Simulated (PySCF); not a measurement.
Input for PySCF:
```python
from pyscf import gto, scf, mp

mol = gto.Mole()
mol.atom = '''
    Si   -0.16616702    1.07796466    0.62002792
    H     0.06478625    2.52939845    0.75560368
    Si    0.13180641   -0.97390264   -0.53199956
    H     0.93583729   -0.94240197   -1.75786354
    H    -1.28013849   -1.29759961   -0.77854108
    H     0.76056340   -1.74626515    0.54840391
'''
mol.basis = 'def2-svp'
mol.charge = 1
mol.spin = 1
mol.verbose = 3
mol.build()

mf = scf.UHF(mol)
mf.kernel()

pt = mp.MP2(mf, frozen=10)
pt.kernel()
print('E(MP2) = %.10f' % pt.e_tot)
```

Task: Give the MP2 correlation energy at the level MP2/def2-SVP (PySCF).

Result: -0.1591 Eh

Task: What SCF-reference <S^2> does MP2/def2-SVP give?

Result: 0.758

Task: Give the number of basis functions at the level MP2/def2-SVP.

Result: 56

Task: Predict the total energy from MP2/def2-SVP.

Result: -579.8172 Eh

Task: What nuclear repulsion energy does MP2/def2-SVP give?

Result: 74.1006 Eh

These values belong to the state on which the SCF converged, which isn't shown to be the lowest.
